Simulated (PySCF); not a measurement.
**Static response to an electric field**

Compound: Si(OAc)2H2, C₄H₈O₄Si.
Geometry (PBE0-D3(BJ)/def2-SVP, Å), atoms numbered from 1 in this order:
```xyz
17
C4H8O4Si angstrom
Si    -0.7039    0.0076   -0.4940
O     -0.5147   -0.0159    1.2117
C     -1.6777   -0.0484    1.8675
C     -1.5298   -0.0793    3.3547
O     -2.7255   -0.0508    1.2633
H     -2.5162   -0.1245    3.8288
H     -0.9872    0.8176    3.6878
H     -0.9229   -0.9487    3.6467
O      0.9679    0.0304   -0.8811
C      1.2067    0.0501   -2.1949
C      2.6607    0.0697   -2.5417
O      0.2940    0.0517   -2.9882
H      2.7864    0.0762   -3.6297
H      3.1547   -0.8101   -2.1041
H      3.1321    0.9583   -2.0970
H     -1.3399    1.2711   -0.9161
H     -1.3135   -1.2557   -0.9536
```

Level: CAM-B3LYP/def2-SVPD (PySCF), static field, nuclei fixed, core orbitals frozen in the response. The polarisability tensor in these axes (au):

```
x    90.38   0.46 -10.39
y     0.46  65.75  -0.66
z   -10.39  -0.66  97.67
```

**Question.** Give the principal values, the mean and the anisotropy Δα = √{½[(α1 − α2)² + (α2 − α3)² + (α1 − α3)²]}.

**Answer.** Principal values 65.74, 83.01 and 105.06 au; mean 84.60 au = 12.54 Å³ = 13.95 × 10⁻⁴⁰ C²·m²/J; Δα = 34.14 au (40 % of the mean).

**Question.** What is the dipole moment, and where does it point?

**Answer.** (2.89, 0.00, 2.08) D, 3.56 D in size, pointing from the negative to the positive side. Measured along this direction, the outermost atoms are H16, H17 and O12 at the negative end and H8, H7, H14 and H15 at the positive end.

**Question.** Directions of the eigenvectors, and the extent of the frame along each?

**Answer.** Largest value along (-0.58, -0.02, 0.82), where the nuclei span 9.15 Å; middle along (0.82, 0.00, 0.58), 2.98 Å; least along (-0.01, 1.00, 0.02), 2.53 Å. The response follows the extents in order.

**Question.** Find the Langevin capture rate constant for O2+ (31.990 u) meeting this molecule (148.019 u), k = 2.342 × 10⁻⁹ cm³/s × √(α in Å³ / reduced mass in u).

**Answer.** The reduced mass is 26.30 u, so k = 1.62 × 10⁻⁹ cm³/s. The formula leaves out the permanent dipole, which adds to the capture rate.

**Question.** Rayleigh depolarisation ratio (linearly polarised light, static tensor)?

**Answer.** ρ = 3Δα²/(45ᾱ² + 4Δα²) = 3495.9/(322096 + 4661.2) = 0.0107.

**Question.** In a dilute gas of rigid molecules at 273 K, how does the orientational term μ²/3kT compare with the electronic polarisability?

**Answer.** In Gaussian units μ²/3kT = 112.00 Å³ against 12.54 Å³, a ratio of 8.93; the Debye molar polarisation (4π/3)N_A(α + μ²/3kT) is 314.2 cm³/mol, leaving out the vibrational part.

The structure is a single PBE0-D3(BJ)/def2-SVP conformer in the gas phase; no vibrational or solvent corrections.

The run behind these numbers computed excited states and ΔSCF ions as well. On an Arm Neoverse V2 with one thread, no GPU, shared host with 32 logical CPUs at a one-minute load of 17, this took 5.8 min wall (with the writing of density and orbital grids) and 1.6 GiB of memory at its peak.
